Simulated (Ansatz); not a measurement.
Molecule: C2H9BO3Si, net charge 0, singlet state. 
Coordinates optimised at B3LYP-D3(BJ)/def2-TZVP (Ansatz, a program for electronic structure):
```
Si
O 1 1.6501
B 2 1.3722 1 142.62
O 3 1.3662 2 119.88 1 177.90
H 4 0.9613 3 111.89 2 -0.48
O 3 1.3696 4 116.12 5 179.74
H 6 0.9598 3 114.04 4 -180.00
H 1 1.4825 2 107.07 3 -117.45
C 1 1.8630 8 110.17 2 117.72
H 9 1.0916 1 110.93 8 -60.25
H 9 1.0924 10 108.00 1 121.89
H 9 1.0927 10 107.93 11 116.54
C 1 1.8743 8 108.97 2 -120.30
H 13 1.0928 1 109.88 8 -61.00
H 13 1.0929 14 106.96 1 -121.77
H 13 1.0935 14 107.06 15 -116.55
```
Charge 0, spin multiplicity 1.

Basis-set convergence of Hartree-Fock and MP2 correlation energies (hartree) with Ansatz. Cores are frozen in the correlated levels unless marked. Spin-orbit coupling is left out. No relativistic terms.

```tsv
basis	functions	E(HF)	E(corr, MP2)
cc-pV(D+d)Z	152	-619.44620	-1.02267
cc-pV(T+d)Z	345	-619.57834	-1.28733
cc-pV(Q+d)Z	664	-619.60702	-1.38244
```

Extrapolating the two largest sets (X = 3 and 4) as X^-3: E(corr) = (64·(-1.38244) - 27·(-1.28733))/37 = -1.4518 Eh, an estimate of the basis-set limit. The largest set recovers 95.2 % of it, the smallest 70.4 %.
